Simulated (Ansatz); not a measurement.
`[K][Br]` + NH₃ → `[NH2][K]` + HBr at 700 K and 1 bar (ligand exchange at a K–Br bond).

Isolated molecules relaxed with PBE0-D4/def2-TZVP in Ansatz; ΔE leaves out vibrations. CCSD(T)/CBS adds triple-zeta CCSD(T) − MP2 to the extrapolated MP2 energy (def2 sets, frozen cores). This one scheme is used for every species. For Br, K outer-core shells are correlated without core-valence functions, which leaves a few kJ/mol of doubt a bond. Scalar relativity is left out up to krypton.

| species | CCSD(T)/CBS energy (Eh) | H − E (kJ/mol) | S (J/(mol·K)) |
| --- | --- | --- | --- |
| `[K][Br]` | -3172.84244 | 26.3 | 282.2 |
| NH₃ | -56.50880 | 116.9 | 226.5 |
| `[NH2][K]` | -655.33366 | 93.4 | 304.1 |
| HBr | -2573.91920 | 36.5 | 223.7 |

H − E and S are ideal-gas, rigid-rotor, harmonic terms from PBE0-D4/def2-TZVP. 1 Eh = 2625.50 kJ/mol, R = 8.31446 J/(mol·K).

**Question.** By hand: ΔE, ΔH, ΔS and ΔG.

**Answer.** ΔE = (-655.33366) + (-2573.91920) − (-3172.84244) − (-56.50880) = 0.09838 Eh = 258.3 kJ/mol. Δ(H − E) = 93.4 + 36.5 − 26.3 − 116.9 = -13.3, so ΔH = 245.0 kJ/mol. ΔS = 304.1 + 223.7 − 282.2 − 226.5 = 19.1 J/(mol·K). ΔG = 245.0 − 700 × (19.1)/1000 = 231.6 kJ/mol.

**Question.** By hand: the equilibrium constant, and the temperature at which ΔG would vanish if ΔH and ΔS stayed fixed.

**Answer.** log₁₀ K = −ΔG/(RT ln 10) = -17.3. ΔG = 0 at ΔH/ΔS = 12827 K, far beyond where these terms or the molecules hold.

ΔH outweighs TΔS. A doubt of 5 kJ/mol in ΔE shifts log₁₀ K by 0.4 here. These are equilibria of isolated gas molecules and say nothing of rates. Largest T1 diagnostic: 0.010 (customary marks: 0.02 for closed shells, 0.045 for open ones).
